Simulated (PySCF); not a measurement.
A structure optimised at PBE-D3(BJ)/def2-SVP, used in a PySCF frequency run:

```
O
Si 1 1.6610
Si 1 1.6900 2 139.88
H 2 1.4985 1 109.45 3 105.63
H 3 1.5023 1 105.90 2 -173.41
H 3 1.5054 5 108.91 1 117.29
C 2 1.8657 4 112.74 1 -123.19
H 7 1.1082 2 110.36 4 -176.54
H 7 1.1084 8 108.55 2 -121.50
H 7 1.1091 8 108.48 9 -117.80
C 3 1.8775 5 111.29 6 122.18
H 11 1.1086 3 110.10 5 178.33
H 11 1.1087 12 108.45 3 121.61
H 11 1.1096 12 108.38 13 117.24
Cl 2 2.1008 4 106.69 1 117.48
```
Charge 0, spin multiplicity 1.

**Question.** Write its SMILES and formula.

**Answer.** C[SiH2]O[Si@@H](C)Cl, C2H9ClOSi2

**Question.** What are its rotational constants (standard atomic weights)?

**Answer.** 2.5282, 1.1757, 0.89417 GHz
